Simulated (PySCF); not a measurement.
Isomers of C6H7F.

All values: CAM-B3LYP/def2-SVPD (PySCF) at GFN2-xTB geometries, gas phase, one conformer each. Core orbitals are frozen in the response; Δα² is half the sum of the squared differences of the principal polarisabilities.

Problem. Rank by polarisability anisotropy Δα, highest first.
A. `[CH2:1]=[CH:2][C@H:3]([F:4])[C:5]#[C:6][CH3:7]` with C1–C2–C3–F4 -136°
B. `[CH2:1]=[CH:2][C@@H:3]1[CH:4]=[CH:5][C@H:6]1[F:7]` with C1–C2–C3–C4 -133°
C. `[CH3:1][C:2]#[C:3]/[CH:4]=[CH:5]/[CH2:6][F:7]` with C4–C5–C6–F7 0°

Solution. C (10.23 Å³), A (5.77 Å³), B (4.65 Å³).

Problem. Rank by HOMO energy, highest first.
A. `[CH2:1]=[CH:2][C@H:3]([F:4])[C:5]#[C:6][CH3:7]` with C1–C2–C3–F4 -136°
B. `[CH2:1]=[CH:2][CH2:3][C:4]1=[C:5]([F:6])[CH2:7]1` with C1–C2–C3–C4 -116°, C2–C3–C4–C5 -86°
C. `[CH3:1][C:2]#[C:3]/[CH:4]=[CH:5]/[CH2:6][F:7]` with C4–C5–C6–F7 0°

Solution. C (-7.90 eV), B (-8.30 eV), A (-8.87 eV).

Problem. Rank by dipole moment, highest first.
A. `[CH2:1]=[CH:2][C@H:3]([F:4])[C:5]#[C:6][CH3:7]` with C1–C2–C3–F4 -136°
B. `[CH2:1]=[CH:2][C@@H:3]1[CH:4]=[CH:5][C@H:6]1[F:7]` with C1–C2–C3–C4 -133°
C. `[CH2:1]=[CH:2][CH2:3][C:4]1=[C:5]([F:6])[CH2:7]1` with C1–C2–C3–C4 -116°, C2–C3–C4–C5 -86°

Solution. A (2.43 D), B (1.95 D), C (1.62 D).

All values together:

```tsv
SMILES	μ (D)	HOMO (eV)	LUMO (eV)	α (Å³)	Δα (Å³)
C=C[C@H](F)C#CC	2.43	-8.87	0.77	10.85	5.77
CC#C/C=C/CF	2.08	-7.90	0.46	11.61	10.23
C=C[C@@H]1C=C[C@H]1F	1.95	-8.97	0.62	10.24	4.65
C=CCC1=C(F)C1	1.62	-8.30	1.00	10.44	4.45
```

Conformers: `[CH2:1]=[CH:2][C@H:3]([F:4])[C:5]#[C:6][CH3:7]` with C1–C2–C3–F4 -136°; `[CH3:1][C:2]#[C:3]/[CH:4]=[CH:5]/[CH2:6][F:7]` with C4–C5–C6–F7 0°; `[CH2:1]=[CH:2][C@@H:3]1[CH:4]=[CH:5][C@H:6]1[F:7]` with C1–C2–C3–C4 -133°; `[CH2:1]=[CH:2][CH2:3][C:4]1=[C:5]([F:6])[CH2:7]1` with C1–C2–C3–C4 -116°, C2–C3–C4–C5 -86°.
